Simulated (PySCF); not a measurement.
Os⁶³⁺: fine-structure interval

Os⁶³⁺ [Ne] 3s2 3p1 [3p1/2^1, M_J = 1/2] → Os⁶³⁺ [Ne] 3s2 3p1 [3p3/2^1, M_J = 3/2], as a difference of total energies. Calculation: PySCF 2.14, in an even-tempered Gaussian basis (17 s from 21 bohr⁻², ratio 2.4; 14 p from 27 bohr⁻², ratio 2.4; 4 d from 88 bohr⁻², ratio 2.6; 4 f from 130 bohr⁻², ratio 2.6); the two-component X2C-1e Hamiltonian. Correlated levels: 1s2 frozen; the 46 highest virtual spinors dropped. "Screened" scales the spin-orbit matrix elements by Boettger's factors to mimic the two-electron term; Breit and QED terms are absent.

```csv
method,fine-structure interval (cm⁻¹)
GHF (screened spin-orbit),3380500
GMP2 (screened spin-orbit),3373700
GHF (bare spin-orbit),3482600
```
